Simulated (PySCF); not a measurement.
# One molecule, several mistakes: C2ClGeH7

Calculated results; nothing here was measured. They come from PySCF 2.14.0, an open-source quantum chemistry program, on an isolated molecule that a program drew, which may never have been made. The molecule is C2ClGeH7 (charge 0, singlet), drawn as the SMILES string `[CH3][GeH]([CH3])[Cl]`.

Each row is a Hartree-Fock (HF) and frozen-core CCSD(T) single point in the cc-pV(D+d)Z basis, meant for a local HF minimum. Run 1 is clean. Each other run has one planted mistake out of seven kinds, and not every kind appears here: one electron removed, one electron added, multiplicity raised by two, geometry at a saddle point, minimal basis STO-3G, one bond length entered in bohr, all coordinates scaled. The reference is restricted for singlets and unrestricted otherwise, and also for a bond in bohr. Adding or removing an electron swaps singlet and doublet. Electrons count all cores. HOMO and LUMO are orbital energies over both spins, the gradient is its largest component, and the lowest frequency (negative if imaginary) is given only where the gradient is small. Bond lengths are over the 10 bonds as drawn. T1 is the CCSD diagnostic: over 0.02 (restricted) or 0.045 (unrestricted) a single reference is doubtful. Germanium has the cc-pVDZ-PP basis, with a core potential (ECP10MDF) in place of its 10 inner electrons, and its 3s, 3p and 3d shells are frozen in CCSD(T).

Geometry of the clean run:
```xyz
11
C2ClGeH7, angstrom
C     1.5737    1.0323   -2.4677
Ge    0.8679    0.7571   -0.6736
C     1.8178   -0.6034    0.3458
Cl    1.1330    2.6511    0.4045
H     1.4437    0.1245   -3.0622
H     1.0481    1.8526   -2.9579
H     2.6367    1.2739   -2.4201
H    -0.6422    0.5141   -0.6841
H     2.8808   -0.3623    0.3944
H     1.4227   -0.6583    1.3609
H     1.6979   -1.5785   -0.1329
```

```
run,electrons,basis functions,<S^2>,HOMO (eV),LUMO (eV),gradient (hartree/bohr),lowest frequency (cm^-1),mean bond (Å),longest bond (Å),T1,HF (hartree),CCSD(T) (hartree),mistake
1,68,109,0.000,-11.27,4.10,2.6e-05,137,1.4169,2.195,0.0081,-832.75621,-833.35672,no fault
2,68,109,2.012,-3.62,-2.03,1.4e-01,-,1.4169,2.195,0.0282,-832.49120,-833.09005,multiplicity raised by two
3,68,109,0.000,-11.36,4.67,6.0e-02,-,1.3248,2.053,0.0073,-832.70730,-833.29807,all coordinates scaled
4,67,109,0.786,-16.50,-9.07,8.8e-02,-,1.4169,2.195,0.0703,-832.37837,-832.97706,?
```

**Which mistake was planted in run 4, and what did it cost?**

It counts 67 electrons, one fewer than the clean run, at the same geometry and basis. So the mistake is: one electron removed. Subtracting run 1 and multiplying by 627.51 kcal/mol a hartree, the energy moved by 237.1 kcal/mol in HF and 238.2 kcal/mol in CCSD(T).

Cautions from the logs. Run 4: T1 is over the limit, so its CCSD(T) energy is less reliable.
